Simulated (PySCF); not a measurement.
Se(OH)(NMe2) (C2H7NOSe), SMILES CN(C)[Se]O.

Geometry optimised at PBE0-D3(BJ)/def2-SVP. One conformer was computed; it need not be the lowest.

Two levels are set side by side: TDDFT-PBE/def2-SVPD (PySCF) and TDDFT-PBE0/def2-SVPD (PySCF). Vertical, same geometry. The lowest singlet is HOMO→LUMO 98 % with PBE and HOMO→LUMO 96 % with the other functional; states are paired by order. Differences are taken from unrounded values.

| quantity | TDDFT-PBE |
|---|---|
| lowest singlet excitation (eV) | 3.95 |
| lowest triplet excitation (TDA) (eV) | 3.33 |
| first bright state (f over 0.05) (eV) | 4.74 |
| its oscillator strength | 0.06 |

### Question
These are the TDDFT-PBE values. What does TDDFT-PBE0 give? (An estimate is asked for; the answer gives what the named calculation found.)

### Answer

| quantity | TDDFT-PBE0 | TDDFT-PBE minus TDDFT-PBE0 |
|---|---|---|
| lowest singlet excitation (eV) | 4.26 | -0.30 |
| lowest triplet excitation (TDA) (eV) | 3.51 | -0.18 |
| first bright state (f over 0.05) (eV) | 5.42 | -0.68 |
| its oscillator strength | 0.06 | 0.00 |

Functionals without exact exchange tend to place singlet excitations lower, as here. Differences between two approximate levels are no errors against the true value.

Rough cost on one machine, each run with all the roots and properties that it gave: TDDFT-PBE0 against TDDFT-PBE about 4 times.
